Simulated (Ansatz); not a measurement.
One change: `C[S][SnH]([F])[F]` becomes `[F][SnH2][F]`.

Ansatz, PBE0-D4/def2-TZVP geometries, multiplicity 1. Each molecule was computed in one conformer, which needn't be the lowest.

Elements past krypton have def2 core potentials.

| property | `C[S][SnH]([F])[F]` |
| --- | --- |
| HOMO–LUMO gap (ωB97M-V/def2-TZVPP) / eV | 10.32 |
| HOMO energy (ωB97M-V/def2-TZVPP) / eV | -9.88 |
| LUMO energy (ωB97M-V/def2-TZVPP) / eV | 0.44 |
| HOMO–LUMO gap (PBE/def2-TZVPP) / eV | 3.93 |
| size of the dipole moment (ωB97M-V/def2-TZVPP) / D | 2.22 |
| zero-point energy (PBE0-D4/def2-TZVP) / kJ/mol | 131.1 |

Question: Give the same properties after the change, and the shifts. (Best estimate.)

Answer: Computed: 
```json
{"property": "HOMO–LUMO gap (ωB97M-V/def2-TZVPP) / eV", "`[F][SnH2][F]`": "12.83", "shift": "2.51"}
{"property": "HOMO energy (ωB97M-V/def2-TZVPP) / eV", "`[F][SnH2][F]`": "-12.12", "shift": "-2.24"}
{"property": "LUMO energy (ωB97M-V/def2-TZVPP) / eV", "`[F][SnH2][F]`": "0.71", "shift": "0.27"}
{"property": "HOMO–LUMO gap (PBE/def2-TZVPP) / eV", "`[F][SnH2][F]`": "6.35", "shift": "2.42"}
{"property": "size of the dipole moment (ωB97M-V/def2-TZVPP) / D", "`[F][SnH2][F]`": "3.46", "shift": "1.24"}
{"property": "zero-point energy (PBE0-D4/def2-TZVP) / kJ/mol", "`[F][SnH2][F]`": "46.1", "shift": "-85.0"}
```

With PBE0 the HOMO falls by 2.20 eV and the LUMO rises by 0.58 eV, so the gap widens by about 2.78 eV. PBE moves the HOMO by -1.89 eV and ωB97M-V by -2.24 eV. The zero-point energy changes by -85.0 kJ/mol with -12 modes. Dipoles are sizes alone; their direction can turn.
